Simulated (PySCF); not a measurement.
Gas-phase reaction: 4 SnH2 + S2 → 2 SnS + 2 SnH4. Level: ωB97X-V/def2-TZVP†; standard pressure 1 bar.

Computed with PySCF and rigid-rotor harmonic-oscillator thermochemistry at 1 bar. † marks an energy on the PBE0/def2-TZVP geometry and frequencies. Open shells (unrestricted): S2 (multiplicity 3); the rest are closed-shell singlets. Sn: scalar-relativistic def2 core potential, no spin-orbit coupling. SnH2: computed as isolated molecules; such fragments, hydroxides, amides, oligomers or adducts are transient or little studied in the gas. The harmonic model lacks anharmonicity and excited electronic states, which grow with temperature; levels with a mode under 35 cm⁻¹ are left out.

```
T (K)  1000/T (1/K)  log10 K
-----  ------------  -------
800          1.2500    23.81
1000         1.0000    16.97
1200         0.8333    12.44
1400         0.7143        ?
1600         0.6250     6.82
1800         0.5556     4.96
```

**Question.** Fit log10 K = a + b·(1000/T) to the five rows, get the mean ΔH° and ΔS°, and predict log10 K at 1400 K.

**Answer.** Means: 1000/T = 0.8528, log10 K = 13.000. Sums of products about the means: Sxy = 8.68633, Sxx = 0.320037, so b = Sxy/Sxx = 27.14 and a = 13.000 − (27.14)×0.8528 = -10.14.
ΔH° = −R ln 10 × 1000 K × b = −19.145 × (27.14) = -520 kJ; ΔS° = R ln 10 × a = -194 J/K. The run's own values go from -524 kJ and -200 J/K at 800 K to -510 kJ and -188 J/K at 1800 K.
Prediction at 1400 K: -10.14 + (27.14)×0.7143 = 9.25. The computed value is 9.22, 0.03 from the line.
For scale, ΔH°(298 K) is -526 kJ at this level, -523 kJ at ωB97M-V/def2-TZVP†, and runs from -599 to -183 kJ over the 18 levels computed.
